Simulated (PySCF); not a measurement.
Al(H)(Cl)(OMe) (CH₄AlClO), SMILES [O](C)[AlH][Cl]. The structure is a stationary point at PBE-D3(BJ)/def2-SVP. One conformer was computed; it need not be the lowest.

Calculation: PySCF with PBE-D3(BJ)/def2-SVP.

Harmonic wavenumbers (cm⁻¹): 84, 92, 153, 261, 447, 500, 634, 733, 1140, 1146, 1200, 1422, 1424, 1428, 1968, 2920, 3000, 3007. Rotational constants (GHz): 9.192, 2.357, 1.899; symmetry number 1.

### Question
Work out the zero-point energy and the ideal-gas rigid-rotor harmonic-oscillator thermochemistry at 298.15 K and 1 atm.

### Answer
ZPE = ½ Σ hcν = ½ × 21559 cm⁻¹ = 128.95 kJ/mol. H − E(el) = 147.89 kJ/mol. Entropy in J/(mol K): translation 165.47, rotation 110.71, vibration 58.69, total 334.87. G − E(el) = 48.05 kJ/mol. Cp = 87.26 J/(mol K). Modes under 150 cm⁻¹ make the vibrational entropy uncertain.
